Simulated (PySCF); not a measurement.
# Ionisation energy of Sb by level of theory

Sb [Kr] 4d10 5s2 5p3 (4S) → Sb+ [Kr] 4d10 5s2 5p2 (3P), as a difference of total energies. Calculation: PySCF 2.14, in ANO-RCC-VTZP (7s6p4d2f1g, 68 functions); the spin-free X2C one-electron Hamiltonian (Gaussian nucleus). Correlated levels: valence: [Kr] 4d10 frozen. The calculations carry no spin-orbit coupling.

| method | ionisation energy (eV) | plus first-order spin-orbit estimate | error of that sum (eV) |
| --- | --- | --- | --- |
| UHF | 8.586 | 8.168 | -0.440 |
| MP2 (valence) | 8.980 | 8.562 | -0.046 |
| SCS-MP2 (valence) | 8.864 | 8.447 | -0.161 |
| CCSD (valence) | 8.963 | 8.545 | -0.063 |
| CCSD(T) (valence) | 8.986 | 8.569 | -0.039 |

Reference: 8.608 eV (measured; NIST Atomic Spectra Database, ionization energies).

A first-order spin-orbit estimate (lowest level to lowest level, LS coupling) adds -0.418 eV.

Errors of the correlated levels include the incompleteness of this basis and the frozen core.
